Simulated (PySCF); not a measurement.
Correlation energy of O²⁺ (oxygen, charge +2)

[He] 2s2 2p2, high-spin 3P determinant. Calculation: PySCF 2.14, in x2c-SVPall (3s2p1d, 14 functions); scalar relativity by spin-free X2C-1e. Frozen: 1s2; 4 electrons correlated.

MP2 pair energies summed by pair of shells (mhartree):

| pair | energy | share (%) |
| --- | --- | --- |
| 2s-2p | -31.60 | 57.6 |
| 2s-2s | -18.58 | 33.9 |
| 2p-2p | -4.68 | 8.5 |

Total MP2 correlation energy: -54.86 mhartree.

Same-spin part -7.66 and opposite-spin part -47.20 mhartree; SCS-MP2 scales them by 1/3 and 6/5 to -59.20 mhartree.

| level | correlation energy (mhartree) |
| --- | --- |
| CCSD | -77.58 |
| (T) | -0.63 |
| CCSD(T) | -78.21 |

Diagnostics: T1 = 0.0044, D1 = 0.0086, largest double amplitude 0.128.

Cost of the coupled-cluster step: 0.05 s of wall time on 1 thread of Intel(R) Xeon(R) 6975P-C (shared host), for 4 correlated electrons.

Iterations:

```
CC2 = 0
CCSD nocc = (np.int64(3), np.int64(1)), nmo = (13, 13)
frozen orbitals [[0], [0]]
max_cycle = 100
direct = 0
conv_tol = 1e-08
conv_tol_normt = 1e-06
diis_space = 8
diis_start_cycle = 0
Init t2, MP2 energy = -0.0548641895359598
Init E_corr(UCCSD) = -0.0548641895610972
cycle = 1  E_corr(UCCSD) = -0.0693336165508148  dE = -0.014469427  norm(t1,t2) = 0.0386713
cycle = 2  E_corr(UCCSD) = -0.0740568549934039  dE = -0.00472323844  norm(t1,t2) = 0.0174415
cycle = 3  E_corr(UCCSD) = -0.077666548479567  dE = -0.00360969349  norm(t1,t2) = 0.00866637
cycle = 4  E_corr(UCCSD) = -0.0775680355473376  dE = 9.85129322e-05  norm(t1,t2) = 0.000826576
cycle = 5  E_corr(UCCSD) = -0.0775801939761942  dE = -1.21584289e-05  norm(t1,t2) = 0.000100782
cycle = 6  E_corr(UCCSD) = -0.0775758719543788  dE = 4.32202182e-06  norm(t1,t2) = 1.64936e-05
cycle = 7  E_corr(UCCSD) = -0.0775777601940382  dE = -1.88823966e-06  norm(t1,t2) = 3.78812e-06
cycle = 8  E_corr(UCCSD) = -0.0775773027474229  dE = 4.57446615e-07  norm(t1,t2) = 1.12311e-06
cycle = 9  E_corr(UCCSD) = -0.0775772914531865  dE = 1.12942364e-08  norm(t1,t2) = 5.46422e-08
cycle = 10  E_corr(UCCSD) = -0.0775772965027706  dE = -5.04958417e-09  norm(t1,t2) = 1.20549e-08
UCCSD converged
E(UCCSD) = -73.1298947079853  E_corr = -0.07757729650277065
UCCSD(T) correction = -0.000630256093858368
```
